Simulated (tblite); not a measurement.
C7H12 (charge -1 and doublet state).
Numbering: `[CH2-:1][C:2]([CH2:3][CH3:4])[CH:5]1[CH2:6][CH2:7]1` (hydrogens: H8, H9 on C1; H10, H11 on C3; H12, H13, H14 on C4; H15 on C5; H16, H17 on C6; H18, H19 on C7)

Structure used (GFN2-xTB), in Å, numbered top down from 1:
```
atom  x, y, z in Å
C1     0.6340    2.1262   -0.0038
C2     0.0930    0.8220    0.2785
C3     1.0071   -0.2098    0.8662
C4     2.1015   -0.7051   -0.1092
C5    -1.1522    0.4099   -0.3356
C6    -2.1520   -0.5814    0.2805
C7    -1.4443   -0.9463   -1.0031
H8    -0.0882    2.9032   -0.2664
H9     1.3969    2.4881    0.6911
H10    1.5309    0.2029    1.7431
H11    0.4390   -1.0829    1.2104
H12    2.6860    0.1481   -0.4444
H13    2.7713   -1.4324    0.3627
H14    1.6465   -1.1668   -0.9833
H15   -1.6532    1.2363   -0.8373
H16   -1.8734   -1.1221    1.1754
H17   -3.2149   -0.3699    0.2276
H18   -0.6998   -1.7286   -0.9488
H19   -2.0379   -0.9824   -1.9108
```

The geometry is computed with GFN2-xTB (gas phase). This method treats the open shell by occupation alone, without spin polarisation.

Masses are those of the commonest isotopes; rigid-rotor values at the optimised geometry. The values belong to one conformer with, in the numbering `[CH2-:1][C:2]([CH2:3][CH3:4])[CH:5]1[CH2:6][CH2:7]1`, H–C1–C2–C3 -170° and -35°, C1–C2–C3–C4 -69°, C1–C2–C5–C6 -151°.

(1) Give the principal moments of inertia and the rotational constants in GHz.

(2) What kind of rotor is it?

(3) Is it planar, by Δ = Ic − Ia − Ib?

(4) Give the other two planar moments, Paa and Pbb, and the rms extents of the mass along the axes.

(5) Estimate the classical rotational partition function at 25 K, 200 K and 500 K.

## Answers

(1) Ia = 137.36, Ib = 252.91, Ic = 325.31 u·Å²; 505379 MHz·u·Å²/I gives 3679, 1998 and 1554 MHz, that is A = 3.6792, B = 1.9983, C = 1.5535 GHz.

(2) An asymmetric top: κ = (2 × 1998 − 3679 − 1554)/(3679 − 1554) = -0.58.

(3) Not planar: Δ = Ic − Ia − Ib = -64.96 u·Å². For a rigid frame Δ = −2 Σ m c², so Σ m c² = 32.48 u·Å² lies off the ab plane: 12.10 from hydrogen and 20.38 from heavier atoms. The atom farthest from that plane is 1.53 Å away.

(4) Paa = Σ m a² = (Ib + Ic − Ia)/2 = 220.43 and Pbb = Σ m b² = (Ia + Ic − Ib)/2 = 104.88 u·Å². With the mass M = 96.09 u, the rms extents √(P/M) along a, b and c are 1.51, 1.04, 0.58 Å.

(5) Point group C1, symmetry number σ = 1; q = (√π/σ)·√((kT/h)³/(ABC)), k/h = 20836.6 MHz/K: 6240 at 25 K, 141000 at 200 K, 558000 at 500 K.

For this open shell read J as N, the rotation without spin; fine and hyperfine splittings come on top. Its GFN2-xTB frequencies are all real (lowest 85 cm⁻¹). Whether the extra electron is bound in the gas phase wasn't checked; a finite basis holds it in any case. Constants of a rigid frame at the computed geometry: no zero-point averaging, no centrifugal distortion.
